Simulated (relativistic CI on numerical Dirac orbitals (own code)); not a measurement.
Rh6+: L2,3 absorption edge

Computed with this model: Dirac-Coulomb-Breit CI, KLI orbitals optimised for each configuration, a model potential for QED, valence Slater integrals scaled by 0.7, multiplet model of core-to-valence dipole absorption; configurations [Kr] 4d3 → [He] 2s2 2p5 3s2 3p6 3d10 4s2 4p6 4d4; 300 K; Lorentzian 1.6 eV and Gaussian 0.5 eV FWHM. Energies are those of the free ion, without screening or charge transfer. The branching ratio is the share of the lower-energy edge in the whole absorption, uncertain by about 0.02 where the edges overlap. S is read from ⟨S²⟩ = S(S + 1).

Field parameters in Wybourne normalisation: Oh B⁴₀ = 21Dq, B⁴₄ = √(5/14) B⁴₀. The field is a parameter set, without covalency.

free ion: ground-state S = 1.47, centroid 3044.18 eV, branching ratio 0.812. Peaks (eV, height): 3017.8 (100), 3158.0 (11), 3160.2 (17).

Oh, 10Dq = 8500 cm⁻¹: ground-state S = 1.49, centroid 3054.95 eV, branching ratio 0.737. Peaks (eV, height): 3017.8 (100), 3159.5 (27).

Oh, 10Dq = 19250 cm⁻¹: ground-state S = 1.49, centroid 3058.39 eV, branching ratio 0.715. Peaks (eV, height): 3017.2 (100), 3159.2 (45).

Oh, 10Dq = 29950 cm⁻¹: ground-state S = 1.49, centroid 3059.71 eV, branching ratio 0.707. Peaks (eV, height): 3017.8 (100), 3019.0 (89), 3158.8 (43), 3162.0 (23).

Oh, 10Dq = 40650 cm⁻¹: ground-state S = 1.49, centroid 3060.50 eV, branching ratio 0.703. Peaks (eV, height): 3015.5 (69), 3018.8 (100), 3019.8 (93), 3158.2 (43), 3161.0 (38), 3163.0 (26).

The statistical ratio of this edge is 2/3 = 0.667. Values above it arise where the holes sit mainly in the j = l + 1/2 valence subshell or the ground state has high spin; values below it where core-valence Coulomb terms move weight to the upper edge, as in nearly empty shells. At deep edges of heavy elements the radial integrals of the two core levels differ, which raises the baseline.

Strongest unbroadened transitions for Oh, 10Dq = 19250 cm⁻¹:

| Energy (eV) | Relative strength |
| --- | --- |
| 3016.81 | 26.4 |
| 3017.01 | 40.7 |
| 3017.08 | 94.6 |
| 3017.18 | 41.2 |
| 3017.20 | 100.0 |
| 3017.21 | 90.0 |
| 3018.23 | 49.5 |
| 3018.30 | 59.5 |
| 3018.31 | 30.2 |
| 3018.99 | 26.8 |
| 3019.09 | 36.6 |
| 3019.12 | 25.6 |
| 3158.73 | 28.8 |
| 3158.80 | 48.2 |
| 3159.03 | 40.0 |
| 3159.38 | 66.7 |
| 3159.49 | 23.7 |
| 3159.59 | 25.5 |
